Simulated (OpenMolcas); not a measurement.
# Multiconfigurational calculation on Ca+

Input:

```
&GATEWAY
Coord
1

Ca 0.0 0.0 0.0
Basis=ANO-RCC
Group=XYZ
NoMove
AngMom=0.0 0.0 0.0
AMFI
&SEWARD
&RASSCF
FileOrb=start.orb
Symmetry=1
Spin=2
nActEl=1 0 0
Inactive=3 6
Ras2=6 3
CIRoot=6 6 1
SDav=6
CIMx=300
Iter=120 100
PrWF=0.3
OrbListing=Nothing
MaxOrb=0
Atom
>>> COPY $Project.JobIph JOB001
&RASSCF
FileOrb=start.orb
Symmetry=2
Spin=2
nActEl=1 0 0
Inactive=3 6
Ras2=6 3
CIRoot=3 3 1
SDav=3
CIMx=300
Iter=120 100
PrWF=0.3
OrbListing=Nothing
MaxOrb=0
Atom
>>> COPY $Project.JobIph JOB002
&RASSI
NrOfJobIphs=2 6 3
1 2 3 4 5 6
1 2 3
IphNames
JOB001
JOB002
EJob
SpinOrbit
DIPRint=1.0
SOCoupling=1000.0
Subsets=2
MEES
Property=10
'ANGMOM' 1 'ANGMOM' 2 'ANGMOM' 3 'MLTPL  1' 1 'MLTPL  1' 2 'MLTPL  1' 3
'AMFI' 1 'AMFI' 2 'AMFI' 3 'MLTPL  2' 6
SOProperty=3
'ANGMOM' 1 'ANGMOM' 2 'ANGMOM' 3
```

Launched by
```bash
OMP_NUM_THREADS=1 MOLCAS_MEM=2252 MOLCAS_PROJECT=a pymolcas a.inp > a.log  # once for each step of the input, in one work folder
```

A driver script runs the steps one by one and writes start.orb anew before each from the orbitals found so far.

Output, cut to the results:

```
--- SEWARD ---
Basis set label: CA.ANO-RCC.........

      Electronic valence basis set:
      ------------------
      Associated Effective Charge  20.000000 au
      Associated Actual Charge     20.000000 au
      Nuclear Model: Point charge

      Shell  nPrim  nBasis  Cartesian Spherical Contaminant
         s      20      10        X
         p      16       9        X
         d       6       6                 X
         f       4       4                 X
         g       2       2                 X
                  Relativistic Douglas-Kroll-Hess integrals:
                    - DKH order of Hamiltonian: 2
                    - DKH order of Properties : 0
                  Atomic mean-field integrals
--- RASSCF ---
Wave function specifications:
      -----------------------------

      Number of closed shell electrons          18
      Number of electrons in active shells       1
      Max number of holes in RAS1 space          0
      Max nr of electrons in RAS3 space          0
      Number of inactive orbitals                9
      Number of active orbitals                  9
      Number of secondary orbitals              95
      Spin quantum number                      0.5
      State symmetry                             1
Orbital specifications:
      -----------------------

      Symmetry species                           1   2
                                                ag  au
      Frozen orbitals                            0   0
      Inactive orbitals                          3   6
      Active orbitals                            6   3
      RAS1 orbitals                              0   0
      RAS2 orbitals                              6   3
      RAS3 orbitals                              0   0
      Secondary orbitals                        49  46
      Deleted orbitals                           0   0
      Number of basis functions                 58  55
      Number of CSFs                             6
      Number of root(s) required                 6
      Iter CI   SX   CI       RASSCF       Energy    max ROT     max BLB   max BLB  Level Ln srch  Step   QN
          iter iter root      energy       change     param      element    value   shift minimum  type update
 Nr of preliminary CI iterations:   1
 ###############################################################################
 ###############################################################################
 ###                                                                         ###
 ###                                                                         ###
 ###    WARNING: Problems in orbital optimization.                           ###
 ###                                                                         ###
 ###                                                                         ###
 ###############################################################################
 ###############################################################################
  Warning: In symmetry  2, orbital p=   7 has diagonal density matrix element D(p,p) close to zero. D(p,p)=  0.000000E+00
  Warning: In symmetry  2, orbital p=   8 has diagonal density matrix element D(p,p) close to zero. D(p,p)=  0.000000E+00
        ...
  Warning: In symmetry  2, orbital p=   7 has diagonal density matrix element D(p,p) close to zero. D(p,p)=  0.000000E+00
  Warning: In symmetry  2, orbital p=   8 has diagonal density matrix element D(p,p) close to zero. D(p,p)=  0.000000E+00
  Warning: In symmetry  2, orbital p=   9 has diagonal density matrix element D(p,p) close to zero. D(p,p)=  0.000000E+00
        4   1    2    0  -679.35882661   -9.09E-13  -6.57E-07    6  22 2 -1.50E-07   0.50   0.00    SX    NO
      Convergence after  4 iterations
        5   1    2    0  -679.35882661   -6.82E-13  -6.57E-07    6  25 2 -1.18E-07   0.50   0.00    SX    NO
      Natural orbitals and occupation numbers for root  1
      sym 1:   0.000000   0.000000  -0.000000   0.000000   0.000000   1.000000
      sym 2:   0.000000   0.000000   0.000000
      Natural orbitals and occupation numbers for root  2
      sym 1:   0.000000  -0.000000  -0.000000   1.000000   0.000000   0.000000
      sym 2:   0.000000   0.000000   0.000000
      Natural orbitals and occupation numbers for root  3
      sym 1:   1.000000   0.000000   0.000000   0.000000   0.000000   0.000000
      sym 2:   0.000000   0.000000   0.000000
::    RASSCF root number  1 Total energy:   -679.43636962
...
--- RASSI ---
SPIN-FREE ENERGIES:
  (Shifted by EMIN (a.u.) =       -679.4363696240)

 SF State       Relative EMIN(au)   Rel lowest level(eV)    D:o, cm**(-1)      L_eff

     1             0.0000000000        0.0000000000              0.0000         0.0
     2             0.0930516194        2.5320635574          20422.4699         2.0
     3             0.0930516194        2.5320635574          20422.4699         2.0
     4             0.0930516194        2.5320635574          20422.4699         2.0
     5             0.0930516194        2.5320635574          20422.4699         2.0
     6             0.0930516194        2.5320635574          20422.4699         2.0
     7             0.1047474622        2.8503236509          22989.4106         1.0
     8             0.1047474622        2.8503236509          22989.4106         1.0
     9             0.1047474622        2.8503236509          22989.4106         1.0
     Dipole printing threshold changed to   1.00000000E+00

++ Dipole transition strengths (spin-free states):
   -----------------------------------------------
     for osc. strength at least  1.00000000E+00

  ( Max oscillator strength is only   0.35054168143031583      )
--
Eigenvalues of complex Hamiltonian:
   -----------------------------------
  (Shifted by EMIN (a.u.) =       -679.4363696240)

 SO State       Relative EMIN(au)   Rel lowest level(eV)    D:o, cm**(-1)     J-value

     1             0.0000000000        0.0000000000              0.0000         0.4
     2             0.0000000000        0.0000000000              0.0000         0.4
     3             0.0929590886        2.5295456643          20402.1617         1.3
     4             0.0929590886        2.5295456643          20402.1617         0.9
     5             0.0929590886        2.5295456643          20402.1617         0.9
     6             0.0929590886        2.5295456643          20402.1617         1.4
...
```

The J values that RASSI prints are effective ones from its own formula and need not be integers or half-integers; the table below assigns J from the states.

Levels above the lowest, from the spin-orbit matrix, grouped by J:

```json
{"Configuration": "4s", "Term": "2S", "J": "1/2", "E (cm-1)": "0.0", "Measured (cm-1)": "0.0", "g": "2.002", "Term weight %": "100"}
{"Configuration": "3d", "Term": "2D", "J": "3/2", "E (cm-1)": "20402", "Measured (cm-1)": "13650", "g": "0.800", "Term weight %": "100"}
{"Configuration": "3d", "Term": "2D", "J": "5/2", "E (cm-1)": "20436", "Measured (cm-1)": "13711", "g": "1.200", "Term weight %": "100"}
{"Configuration": "4p", "Term": "2P*", "J": "1/2", "E (cm-1)": "22886", "Measured (cm-1)": "25192", "g": "0.666", "Term weight %": "100"}
{"Configuration": "4p", "Term": "2P*", "J": "3/2", "E (cm-1)": "23041", "Measured (cm-1)": "25414", "g": "1.334", "Term weight %": "100"}
```

Against the 4 measured excited levels shown (NIST Handbook of Basic Atomic Spectroscopic Data) the mean absolute deviation is 4500 cm-1; the largest miss in energy is 3d 2D 3/2: computed 20402, measured 13650 cm-1 (+49.5 %).

ANO sets are built for ground and valence states and can reach diffuse excited orbitals poorly. With one active electron the reference holds no correlation, so core polarisation is missing. Measured partners are found by configuration, term and J. A level has none where our copy of the source lacks it or the pairing is in doubt (some pairs that miss far off the trend of their configuration count as doubtful), and it then counts in no deviation. Only configurations of the active space appear.

The RASSCF and RASSI steps took 24 s on 1 thread of Intel(R) Xeon(R) Platinum 8488C (Sapphire Rapids), on a shared host; the integral step is not counted.

The term weight is that of the spin-free term in the level, not the purity of its configuration. * marks odd parity.
